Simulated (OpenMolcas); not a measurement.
# Sm²⁺: effect of the basis set

| Quantity | Value |
| --- | --- |
| Program | OpenMolcas 26.06 |
| Method | MS-CASPT2, IPEA 0.25 Eh, imaginary shift 0.1 Eh (closed shells correlated: 5s 5p) |
| Active space | 6 electrons in 7 orbitals (4f) |
| State averaging | 2S+1 = 7 even, 7 roots; 2S+1 = 5 even, 140 roots (105 in the spin-orbit step); 2S+1 = 3 even, 259 roots kept (CI in the orbitals of an earlier block, 141 in the spin-orbit step); 2S+1 = 1 even, 197 roots kept (CI in the orbitals of an earlier block, 47 in the spin-orbit step) |
| Spin-orbit coupling | state interaction with AMFI integrals over the reference wave functions, term energies averaged over their components |

A. ANO-R1 [7s5p3d2f], X2C, finite nucleus; CASPT2 step roughly 120 core-seconds
B. ANO-RCC-VDZP [7s6p4d2f1g], DKH2, point nucleus; CASPT2 step about 100 core-seconds
C. ANO-R2 [8s6p5d3f1g], X2C, finite nucleus; CASPT2 step about 2.8 core-minutes
D. ANO-RCC-VTZP [8s7p5d3f2g1h], DKH2, point nucleus; CASPT2 step about 4 core-minutes
E. ANO-R3 [9s8p6d5f3g1h], X2C, finite nucleus; CASPT2 step of the order of 15 core-minutes
F. ANO-RCC-VQZP [9s8p6d4f3g2h], DKH2, point nucleus; CASPT2 step about 16 core-minutes

Energies in cm⁻¹ above 4f⁶ ⁷F₀, the measured ground level; measured values from Martin, Zalubas and Hagan, Atomic Energy Levels: The Rare-Earth Elements, NSRDS-NBS 60 (1978).

```json
{"Level": "4f⁶ ⁷F₀", "A": "0.0", "B": "0.0", "C": "0.0", "D": "0.0", "E": "0.0", "F": "0.0", "Measured": "0.0"}
{"Level": "4f⁶ ⁷F₁", "A": "308", "B": "329", "C": "342", "D": "349", "E": "360", "F": "356", "Measured": "293"}
{"Level": "4f⁶ ⁷F₂", "A": "863", "B": "910", "C": "941", "D": "956", "E": "982", "F": "972", "Measured": "814"}
{"Level": "4f⁶ ⁷F₃", "A": "1590", "B": "1661", "C": "1708", "D": "1727", "E": "1766", "F": "1750", "Measured": "1493"}
{"Level": "4f⁶ ⁷F₄", "A": "2430", "B": "2520", "C": "2580", "D": "2600", "E": "2640", "F": "2620", "Measured": "2278"}
{"Level": "4f⁶ ⁷F₅", "A": "3350", "B": "3440", "C": "3510", "D": "3520", "E": "3570", "F": "3550", "Measured": "3132"}
{"Level": "4f⁶ ⁷F₆", "A": "4310", "B": "4400", "C": "4460", "D": "4460", "E": "4510", "F": "4490", "Measured": "4027"}
{"Level": "4f⁶ ⁵D₀(1)", "A": "15940", "B": "14580", "C": "14030", "D": "13510", "E": "13030", "F": "13150", "Measured": ""}
{"Level": "4f⁶ ⁵D₁(1)", "A": "17210", "B": "15880", "C": "15340", "D": "14820", "E": "14360", "F": "14470", "Measured": ""}
{"Level": "4f⁶ ⁵D₂(1)", "A": "19200", "B": "17890", "C": "17360", "D": "16820", "E": "16380", "F": "16480", "Measured": ""}
{"Level": "4f⁶ ⁵D₃(1)", "A": "21670", "B": "20350", "C": "19830", "D": "19280", "E": "18840", "F": "18930", "Measured": ""}
{"Level": "4f⁶ ⁵L₆ [59 %]", "A": "24460", "B": "24300", "C": "23790", "D": "23300", "E": "23060", "F": "23010", "Measured": ""}
{"Level": "4f⁶ ⁵D₄(1)", "A": "24530", "B": "23210", "C": "22700", "D": "22130", "E": "21700", "F": "21780", "Measured": ""}
{"Level": "4f⁶ ⁵G₂(1)", "A": "25210", "B": "24010", "C": "23460", "D": "22870", "E": "22460", "F": "22520", "Measured": ""}
{"Level": "4f⁶ ⁵L₇", "A": "25250", "B": "25130", "C": "24630", "D": "24140", "E": "23940", "F": "23860", "Measured": ""}
{"Level": "4f⁶ ⁵G₃(1)", "A": "25380", "B": "24210", "C": "23670", "D": "23080", "E": "22690", "F": "22740", "Measured": ""}
{"Level": "4f⁶ ⁵G₄(1)", "A": "25580", "B": "24430", "C": "23900", "D": "23300", "E": "22920", "F": "22970", "Measured": ""}
{"Level": "4f⁶ ⁵G₅(1)", "A": "25700", "B": "24560", "C": "24030", "D": "23440", "E": "23060", "F": "23110", "Measured": ""}
{"Level": "4f⁶ ⁵G₆(1) [51 %]", "A": "25790", "B": "24660", "C": "24140", "D": "23560", "E": "23210", "F": "23230", "Measured": ""}
{"Level": "4f⁶ ⁵L₈", "A": "26040", "B": "25930", "C": "25440", "D": "24950", "E": "24770", "F": "24680", "Measured": ""}
{"Level": "4f⁶ ⁵L₉", "A": "26720", "B": "26630", "C": "26150", "D": "25660", "E": "25490", "F": "25390", "Measured": ""}
{"Level": "4f⁶ ⁵L₁₀", "A": "27250", "B": "27160", "C": "26680", "D": "26190", "E": "26020", "F": "25920", "Measured": ""}
{"Level": "4f⁶ ⁵H₃(1)", "A": "30280", "B": "29330", "C": "28830", "D": "28150", "E": "27800", "F": "27840", "Measured": ""}
{"Level": "4f⁶ ⁵H₇(1)", "A": "30550", "B": "29600", "C": "29110", "D": "28400", "E": "28040", "F": "28090", "Measured": ""}
```

Deviations, from unrounded energies. A percentage is the sum of absolute deviations over the sum of measured energies, with the sign that they share, or ± where signs differ.

```csv
Against measurement,Levels,A,B,C,D,E,F
mean absolute deviation (cm-1),6,140,200,250,260,300,280
fine structure of the ground term (%),6,+6.8,+10.2,+12.5,+13.1,+14.9,+14.1
```

A lies closest to measurement on these levels and E furthest from it. The largest miss of A in the table is 4f⁶ ⁷F₆, by +280 cm-1. The ranking rests on the paired levels alone, and a cruder setting can come out closer through cancelling errors.

The two smallest mean deviations differ by little beside CASPT2's spread within terms, so their order carries little weight.

Among A to F the level of the table that moves most is 4f⁶ ⁵D₀(1), by 2900 cm-1 (lowest in E, highest in A). Moves below CASPT2's spread within the term are not significant.

Term energies are means over components that CASPT2 splits; among the terms shown or strongly mixed into the levels shown the widest spread is 590 cm-1 (4f⁶ ⁷F, C). Blocks of more than 70 roots (2S+1 = 5 even, 3 even) ran without multistate coupling. High states are left out of the spin-orbit mixing, which shifts the levels that they would mix with. Computed and measured levels are paired by configuration, term and J; levels that our copy of the source lacks, or whose pairing is in doubt (as where it misses far off the trend of its configuration), stay unpaired and out of the deviations. Only configurations of the active space appear. The table leaves out levels that lie high or whose names do not pair safely across all columns.

A share in square brackets marks a mixed level and gives the weight of the term that names it, the lowest over the columns. A number in round brackets counts repeated terms of one configuration in the order of the reference energies.
